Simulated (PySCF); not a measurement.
## Computed structure and properties of [Ho(NH3)]3+

System: [Ho(NH3)]3+ (singlet in the valence; each metal's 4f electrons, 10 of them, lie in its core potential, out of spins and levels); start: template (C3v). Method: PySCF 2.14.0, RKS PBE0, Ho lcecp-1-SVP with ECP56, N def2-SVP, H def2-SVP; non-relativistic Hamiltonian with scalar-relativistic core potentials where named; density fitting; no spin-orbit coupling.

Input of the relaxation:

```python
mol = gto.M(atom='''
Ho     0.00000     0.00000    -0.24008
N     -0.00000    -0.00000     2.25492
H      0.93916     0.00004     2.65292
H     -0.46961     0.81332     2.65292
H     -0.46955    -0.81335     2.65292''',
    basis={'Ho': 'lcecp-1-SVP', 'N': 'def2-SVP', 'H': 'def2-SVP'},
    ecp={'Ho': 'lcecp-1-SVP'},
    charge=3, spin=0)
mf = dft.RKS(mol, xc='PBE0')
mf.grids.atom_grid = (50, 194)  # f atoms: unpruned, at least (60, 302)
mf = mf.density_fit()  # fitting sets: Ho AutoAux, N def2-universal-JKFIT, H def2-universal-JKFIT
mf.conv_tol = 1e-08; mf.max_cycle = 55
mf.kernel(dm0)  # dm0: converged density of the start geometry
# quasi-Newton relaxation in Cartesian coordinates to a largest gradient under 0.00045 Eh/bohr, steps kept in the point group
```

Run from Python with OMP_NUM_THREADS=2; the lines above give its settings. Where DIIS fails, smearing, a level shift and second-order steps follow.
It took 7.7 s on 2 threads of Arm Neoverse V1 (shared host), from the converged density of the start.

Course of the relaxation:

| step | energy above end (eV) | largest force component within the symmetry (eV/Å) |
| --- | --- | --- |
| 0 | 0.1812 | 2.655 |
| 1 | 0.0795 | 1.209 |
| 2 | 0.0176 | 0.453 |
| 3 | 0.0052 | 0.388 |
| 4 | 0.0001 | 0.049 |
| 5 | 0.0000 | 0.007 |

Relaxed geometry (C3v):

```xyz
5

Ho    0.0000    0.0000   -0.1202
N     0.0000    0.0000    2.1777
H     0.9417    0.0000    2.6387
H    -0.4709    0.8155    2.6387
H    -0.4708   -0.8156    2.6387
```

```tsv
contact	Å
Ho1–N2 (NH3)	2.298
```

On the finer grid (75, 302):

```
HOMO                                                          : -28.07 eV
LUMO                                                          : -20.41 eV
Dipole about the centre of mass                               : 3.98 D
Set of Mulliken populations of Ho1 outside the core potential : s 2.10, p 6.06, d 0.37, f 0.01
D3(BJ) dispersion energy (not in the energies)                : -0.092 eV
```

```tsv
atom	Mulliken (e)	Löwdin (e)	spin (e)
Ho1	2.46	2.38	0.00
N2	-0.37	0.01	0.00
H3	0.30	0.20	0.00
H4	0.30	0.20	0.00
H5	0.30	0.20	0.00
```

The 4f levels lie in the core potential and are missing. Their spin isn't counted.

On the grid (50, 194), as all that follows. Harmonic modes: a minimum; lowest 416 cm⁻¹ (negative: unstable), highest 3278 cm⁻¹, zero-point energy 1.003 eV.

Taking off one NH3 (charge 0, singlet; the rest: singlet) in vacuum, both parts rigid, costs 5.93 eV; the small basis without counterpoise inflates it. Parting with an electron moved from the ligand to the metal can be far cheaper, even downhill.

Rigid scan of NH3 along the line from its metal:

(distance to N2 (Å), energy (eV)): (2.00, 0.679), (2.10, 0.261), (2.20, 0.056), (2.30, 0.000), (2.40, 0.044), (2.50, 0.154), (2.70, 0.488)

One start shape was tried, so this needn't be the lowest isomer.

An lcecp potential fixes the number of 4f electrons, so in runs with it no electron can move into or out of that shell.
